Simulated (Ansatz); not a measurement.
Ansatz (a quantum-chemistry and plane-wave program) input (PBE0/def2-TZVPD):

Ansatz 0.2 input:
```yaml
crystal:
  periodic: [false, false, false]
  atoms:
    - {symbol: C, position_ang: [0.00444035, -0.01369454, -0.61558859]}
    - {symbol: Cl, position_ang: [1.50876048, 0.02454684, 0.11902958]}
    - {symbol: Cl, position_ang: [-1.51032767, -0.01971347, 0.09823698]}
basis:
  gaussian:
    orbitals: def2-TZVPD
hamiltonian:
  xc: {name: PBE0}
total_charge: -1
magnetization: {spin_polarized: true, initial_magnetization: 3}
```

Output:

```
Functional definition: PBE0
integrals: 0.05 GiB planned
790 factors; their error is unknown
mean field: 0.58 GiB planned
mean field evaluation 1: about -26067.0829 eV, gradient 1.9e1 eV
mean field evaluation 2: about -26066.6486 eV, gradient 2.4e1 eV
mean field evaluation 4: about -26069.3567 eV, gradient 2.8e0 eV
mean field evaluation 8: about -26069.4688 eV, gradient 1.2e-1 eV
mean field evaluation 16: about -26069.4689 eV, gradient 1.4e-4 eV
mean field evaluation 32: about -26069.4688 eV, gradient 4.2e-2 eV
integrals: 0.12 GiB planned
a density is far from that of the atoms, so the factors are made again for it
837 factors; integrals over basis functions are off by at most 3.7e-4 eV
mean field: 0.68 GiB planned
mean field -26069.46925726 eV, -958.0353246835 hartree, gradient 2.9e-5 eV, S^2 3.759994; 0 other end points of the search recorded, 0 dependent functions left out
reference -26069.46928352 eV, -958.0353256483 hartree; 22, 19 occupied and 107, 110 virtual orbitals, 837 factors
Total energy: -26069.46928352 eV, -958.0353256483 hartree
```

This state (charge -1, quartet) is run at the relaxed geometry of the species with charge 0 and multiplicity 3.
